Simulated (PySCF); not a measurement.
**Shapes and spin states of Ru(OH)₂**

These are results of PBE/[Ru def2-SVP with ECP28, O def2-SVP, H def2-SVP], scalar-relativistic core potentials, density fitting, no spin–orbit coupling, PySCF, not measurements.

Relaxations began from a few typed shapes and spin states; open shells are unrestricted. The search is not exhaustive: other isomers or separated fragments can lie lower, and high-lying points may rest on an excited occupation.

**Question.** Which is the lowest minimum found?
A. singlet (closed shell, unstable to spin polarisation) C2: O–H 0.978 Å (×2), Ru–O 1.781 Å (×2); H–O–Ru 146.1° (×2), O–Ru–O 157.9°
B. singlet (closed shell, unstable to spin polarisation) C2h: O–H 0.978 Å (×2), Ru–O 1.773 Å (×2); H–O–Ru 160.1° (×2), O–Ru–O 180.0°
C. triplet C2h: O–H 0.979 Å (×2), Ru–O 1.852 Å (×2); H–O–Ru 128.1° (×2), O–Ru–O 180.0°
D. quintet C2: O–H 0.976 Å (×2), Ru–O 1.907 Å (×2); H–O–Ru 123.6° (×2), O–Ru–O 179.8°
E. quintet C2h: O–H 0.975 Å (×2), Ru–O 1.906 Å (×2); H–O–Ru 126.0° (×2), O–Ru–O 180.0°
F. triplet C2: O–H 0.979 Å (×2), Ru–O 1.851 Å (×2); H–O–Ru 122.4° (×2), O–Ru–O 144.0°

**Answer.** D. The others lie at 7.9 (quintet C2h, a saddle point), 23.3 (triplet C2), 31.4 (triplet C2h, a saddle point), 53.1 (singlet C2), 55.3 (singlet C2h, a saddle point) kJ/mol above it.

For the lowest minimum: other spin states or occupations of the open shell can lie lower.
